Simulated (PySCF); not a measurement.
Run record: geometry optimisation, `C1=C[Se]C=C1`.

Computed with LC-wPBE/def2-SVP geometry optimisation, gas phase (PySCF 2.14.0). Start geometry: GFN2-xTB. The input is one job of a driver script: a line of settings, then coordinates in Å.

Input:
```
{"job": {"xc": "LC-wPBE", "basis": "def2-SVP", "grid": 1, "kind": "geom"}, "charge": 0, "multiplicity": 1}
C      0.632482    -0.740613    -0.154027
C     -0.774758    -0.581694    -0.174431
C     -1.202938     0.674212     0.108119
Se     0.202460     1.835838     0.442582
C      1.322242     0.388969     0.143870
H      1.112929    -1.682526    -0.358255
H     -1.446487    -1.393844    -0.396126
H     -2.222421     1.012869     0.148672
H      2.390052     0.492783     0.214417
```

Output:
```
step   0  E = -2555.51010455  max force = 0.012827
step   1  E = -2555.50273671  max force = 0.020887
step   2  E = -2555.50857700  max force = 0.008662
step   3  E = -2555.50943869  max force = 0.015494
step   4  E = -2555.51090192  max force = 0.005700
step   5  E = -2555.51120582  max force = 0.000535
step   6  E = -2555.51121794  max force = 0.000171
optimisation converged
```

Energies in Eh; «max force» is the largest Cartesian gradient component in Eh/bohr.

Problem. Give the first gradient maximum in eV/Å.

Solution. With 1 Eh/bohr = 51.422 eV/Å, 0.660 eV/Å.

Summary of the converged run: final energy -2555.51122 Eh after 6 steps; dipole 0.32 D.

Problem. Where do the atoms end?

Solution. 0.017 Å rms from the input after alignment:
```
atom  x, y, z in Å
C1     0.7170   -0.1450   -0.6728
C2    -0.7058    0.0181   -0.6961
C3    -1.2686    0.1958    0.5277
Se4   -0.0096    0.1742    1.8683
C5     1.2650   -0.0938    0.5692
H6     1.3125   -0.2971   -1.5750
H7    -1.2909    0.0015   -1.6175
H8    -2.3269    0.3384    0.7452
H9     2.3204   -0.1930    0.8219
```

Problem. How long does this job take on one thread of an Arm Neoverse V1, no GPU, on a shared host? And the peak memory of the process?

Solution. About 57 s, with 0.54 GiB resident at the peak, the Python interpreter and its libraries included.
Labels such as C1 count atoms from 1, the log's own numbers from 0.
